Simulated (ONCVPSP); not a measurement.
# Reading a pseudo-wave (Xe (Z = 54))

Columns: radius, all-electron u(r) and pseudo u(r) of the 4d shell (level -59.31 eV) of xenon in the configuration [Ar] 3d10 4s2 4p6 4d10 5s2 5p6; PBEsol, scalar-relativistic, ONCV scheme, ONCVPSP 4.0.1.

| r (bohr) | all-electron | pseudo |
| --- | --- | --- |
| 0.062 | -0.1857 | 0.0037 |
| 0.125 | -0.5351 | 0.0287 |
| 0.188 | -0.6432 | 0.0914 |
| 0.250 | -0.4849 | 0.1966 |
| 0.312 | -0.1760 | 0.3414 |
| 0.375 | 0.1808 | 0.5158 |
| 0.438 | 0.5102 | 0.6989 |
| 0.500 | 0.7733 | 0.8676 |
| 0.562 | 0.9660 | 1.0082 |
| 0.625 | 1.0922 | 1.1112 |
| 0.688 | 1.1582 | 1.1697 |
| 0.750 | 1.1766 | 1.1863 |
| 0.812 | 1.1603 | 1.1688 |
| 0.875 | 1.1183 | 1.1249 |
| 0.938 | 1.0593 | 1.0635 |
| 1.000 | 0.9911 | 0.9932 |
| 1.062 | 0.9178 | 0.9186 |
| 1.125 | 0.8417 | 0.8418 |
| 1.188 | 0.7667 | 0.7665 |
| 1.250 | 0.6955 | 0.6953 |
| 1.312 | 0.6281 | 0.6279 |
| 1.375 | 0.5642 | 0.5641 |
| 1.438 | 0.5052 | 0.5051 |
| 1.500 | 0.4519 | 0.4518 |
| 1.562 | 0.4034 | 0.4033 |
| 1.625 | 0.3587 | 0.3586 |

(1) How many radial nodes do the two functions have?

(2) At about which radius was the pseudo-wave matched?

(3) Where does each function peak?

(4) Is the pseudo-wave norm-conserving?

## Answers

(1) The all-electron 4d function has n − l − 1 = 1; the pseudo-wave has 0, since the states of the same l below it are removed with the core.

(2) 1.25 bohr. The columns agree to 0.0005 from 1.12 bohr on; several derivatives are matched, so the curves merge somewhat inside the radius.

(3) Outermost all-electron maximum near 0.75 bohr, pseudo maximum near 0.75 bohr (to the table’s step).

(4) Yes: the ONCV scheme keeps the norm inside the radius equal to the all-electron one, which fixes the energy derivative of the logarithmic derivative at the level.
